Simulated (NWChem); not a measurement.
System: AlH3S3; SMILES [SH][Al]([SH])[SH]

Input file for NWChem:

```
start job
memory heap 200 mb stack 900 mb global 1100 mb
geometry units angstroms noautoz
  Al    -0.023157     0.025827     0.025842
  S     -0.721279     2.090431    -0.010443
  H      0.487258     2.581512    -0.367286
  S      2.125336    -0.380969    -0.057667
  H      1.977920    -1.695866    -0.333696
  S     -1.557718    -1.524125     0.147018
  H     -0.691206    -2.506048     0.481815
end
basis spherical
  * library def2-svpd
end
dft
  xc b3lyp
  iterations 150
end
tddft
  cis
  nroots 6
  notriplet
end
task tddft energy
```

All runs use the structure optimised with PBE0/def2-SVP. B3LYP is NWChem's, with the RPA form of VWN correlation.

Vertical excitations in the gas phase.

Task: What results follow from this input? (B3LYP/def2-SVPD, TDA.) Quantities: lowest excitation, singlet (eV); orbital gap (eV).

Result: The lowest excitation, singlet (eV) is 5.35 and the orbital gap (eV) comes out as 6.27.
